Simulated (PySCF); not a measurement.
Isomers C8H8FP:

A. `Fc1cccc(C2CC2)p1`
B. `C/C=P\c1cccc(F)c1`
C. `C=Cc1ccc(C)c(F)p1`
D. `C/C=P\c1ccc(F)cc1`
E. `Cc1ccccc1/P=C/F`
F. `C=CPc1cccc(F)c1`

Spectrum 1. 13C{1H} NMR (computed): δ 172.7 (C), 147.3 (C), 146.8 (CH), 135.6 (CH), 131.9 (CH), 128.2 (CH2), 124.1 (CH), 119.8 (CH).

Spectrum 2. 13C{1H} NMR (computed): δ 201.8 (CH), 173.4 (C), 143.9 (C), 140.2 (CH), 121.4 (CH), 24.7 (CH3).

Spectrum 3. 13C{1H} NMR (computed): δ 225.6 (CH), 147.8 (C), 142.8 (C), 138.1 (CH), 136.0 (CH), 134.5 (CH), 132.1 (CH), 25.4 (CH3).

Spectrum 4. 13C{1H} NMR (computed): δ 212.3 (C), 194.3 (C), 136.7 (CH), 133.5 (CH), 124.6 (CH), 25.6 (CH), 24.0 (CH2).

Spectrum 5. 13C{1H} NMR (computed): δ 208.4 (C), 176.6 (C), 147.8 (CH), 140.6 (CH), 136.4 (CH), 136.3 (C), 121.3 (CH2), 17.0 (CH3).

Spectrum 6. 13C{1H} NMR (computed): δ 201.6 (CH), 172.2 (C), 151.9 (C), 135.7 (CH), 132.7 (CH), 125.8 (CH), 121.1 (CH), 25.0 (CH3).

PySCF calculation with GIAO PBE0/pcSseg-1 shieldings and structure optimised with GFN2-xTB; one computed conformer, isolated molecule, one averaged value for each set of equivalent atoms, no relativistic terms.

δ = σ(ref) − σ, references computed at the same level: TMS for 13C (σ = 186.93 ppm). Splittings of carbon signals by F and P are missing where no couplings were computed. Shifts are as computed. Against solution values, carbons near 30 ppm lie about +3 ppm off and those near 130 ppm about +5 ppm. Of 1211 compounds with measured shifts, 218 miss one by over three times the rms of a fit or turn the order of signals round; such compounds aren't used in these exercises.

Question: Which spectrum belongs to which compound?

Answer: 1–F, 2–D, 3–E, 4–A, 5–C, 6–B.

- Spectrum 1 (F): 8 13C signals; δC 172.7 is an aromatic carbon bearing fluorine; δC 146.8 is an alkene CH.
- Spectrum 2 (D): 6 13C signals; δC 173.4 is an aromatic carbon bearing fluorine; δC 24.7 is a methyl carbon.
- Spectrum 3 (E): 8 13C signals; δC 138.1 is an aromatic CH; δC 136.0 is an aromatic CH.
- Spectrum 4 (A): 7 13C signals; δC 212.3 is an aromatic carbon bearing fluorine; δC 136.7 is an aromatic CH.
- Spectrum 5 (C): 8 13C signals; δC 208.4 is an aromatic carbon bearing fluorine; δC 147.8 is an alkene CH.
- Spectrum 6 (B): 8 13C signals; δC 172.2 is an aromatic carbon bearing fluorine; δC 135.7 is an aromatic CH.
